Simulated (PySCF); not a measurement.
Identify the compound

An unknown has the formula C4H13NOSi. Its calculated NMR data are:

1H NMR (300 MHz, computed): δ 5.04 (s, 2H), 1.41 (s, 9H), 0.31 (br s, 2H).

13C{1H} NMR (computed): δ 72.8 (C), 33.2 (CH3).

PySCF calculation with NMR shieldings at PBE0/pcSseg-1/GIAO and GFN2-xTB structure; non-relativistic Hamiltonian, gas phase, a single conformation, averaged over atoms made equivalent by symmetry, fast rotation or ring inversion.

Chemical shifts δ = σref − σ; 1H (σ = 31.72 ppm) and 13C (σ = 186.93 ppm) vs TMS, all at this level.

Deduce the structure.

Results:


- Rings plus π bonds: 0.
- 2 carbon signals for 4 carbons: some carbons are equivalent by symmetry or fast rotation.
- Carbon types of the structure: 1 × C, 3 × CH3, leaving 4 H on heteroatoms.
- δC 72.8: fully substituted sp3 carbon bonded to O; deshielded by the electronegative neighbour.
- δC 33.2: methyl carbon; saturated and bonded to C and H only.
- δH 5.04: hydrogen on a silicon bonded to N, O.
- δH 1.41: hydrogen on a methyl carbon.
- δH 0.31: hydrogen on a nitrogen bonded to Si; exchangeable; this is the value without hydrogen bonding to other molecules.

These data were computed for SMILES CC(C)(C)O[SiH2]N.

This is the structure that produced the data.

OH and NH positions are those of a molecule without intermolecular hydrogen bonds; in solution they move with solvent, concentration and temperature, and exchange usually removes their couplings. Shifts are as computed. Against solution values, carbons near 30 ppm lie about +3 ppm off and those near 130 ppm about +5 ppm. Of 1309 compounds with measured shifts, 239 miss one by over three times the rms of a fit or turn the order of signals round; such compounds aren't used in these exercises. No couplings were computed; multiplicities are counted from neighbouring protons, with m where these are inequivalent, close in shift, in a saturated or five-membered ring or joined by F or P, and br s for small geminal =CH2 splittings.
